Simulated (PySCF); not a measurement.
A structure optimised at PBE-D3(BJ)/def2-SVP, used in a PySCF frequency run:

```xyz
14

N      0.0000     0.0000     2.2280
B      0.0000     0.0000     0.8034
N      0.1615     1.1547    -0.0549
C     -0.1473     0.7572    -1.4248
C      0.1473    -0.7572    -1.4248
N     -0.1615    -1.1547    -0.0549
H     -0.1133    -0.8436     2.7840
H      0.1133     0.8436     2.7840
H     -0.0928     2.1040     0.2164
H     -1.2215     0.9304    -1.6879
H      0.4651     1.2902    -2.1856
H     -0.4651    -1.2902    -2.1856
H      1.2215    -0.9304    -1.6879
H      0.0928    -2.1040     0.2164
```

Q: Write its SMILES, formula and point group.

A: NB1NCCN1, C2H8BN3, C2

Q: What are its rotational constants (standard atomic weights)?

A: 7.0856, 3.1370, 2.2663 GHz
